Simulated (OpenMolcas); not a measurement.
Mn+.

```
Program             : OpenMolcas
Basis               : ANO-R1 [5s3p3d1f]
Scalar Hamiltonian  : X2C, finite nucleus
Active space        : 6 electrons in 6 orbitals (3d 4s)
State averaging     : 2S+1 = 7 even, 1 root; 2S+1 = 5 even, 18 roots kept (CI in the orbitals of an earlier block); 2S+1 = 3 even, 9 roots kept (CI in the orbitals of an earlier block)
Spin-orbit coupling : RASSI with atomic mean-field integrals over the reference wave functions, term energies averaged over their components
```

Two sets of levels on these reference wave functions, in eV above 3d5 4s 7S3: one from CASSCF and one from SS-CASPT2, IPEA 0.25 Eh, imaginary shift 0.1 Eh (closed shells correlated: 3s 3p).

```csv
Level,Set 1,Set 2
3d5 4s 7S3,0.0000,0.0000
3d5 4s 5S2,1.245,1.445
3d5 4s 5G4,3.854,4.135
3d5 4s 5G5,3.854,4.135
3d5 4s 5G3,3.854,4.135
3d5 4s 5G6,3.854,4.135
3d5 4s 5G2,3.854,4.135
```

Which set is which?

Set 1 is SS-CASPT2. Its levels of the other terms of 3d5 4s lie at 0.86 to 0.93 of the other set's values, as expected, since terms of lower spin or lower L gain more correlation energy than the Hund ground term. Against 6 measured levels (NIST Handbook of Basic Atomic Spectroscopic Data) the mean absolute deviation is 3000 cm-1 with it and 5200 cm-1 without; single levels miss by up to 3500 cm-1 with it.

CASPT2 breaks the degeneracy within a term, and the mean is taken; among the terms shown or strongly mixed into the levels shown the widest spread is 58 cm-1 (3d5 4s 5G, SS-CASPT2). Terms from blocks run as CI alone lack orbitals of their own. No level of 3d6 was computed, though it lies in the active space. Without dynamic correlation excited terms often stand tens of per cent too high (terms of higher spin than the ground term too low), and those without a measured partner can miss by more than the paired ones (holds for CASSCF). Computed and measured levels are paired by configuration, term and J; levels that our copy of the source lacks, or whose pairing is in doubt (as where it misses far off the trend of its configuration), stay unpaired and out of the deviations. Levels of configurations outside the active space are missing. Levels that lie high or do not pair safely by name in every column are left out.
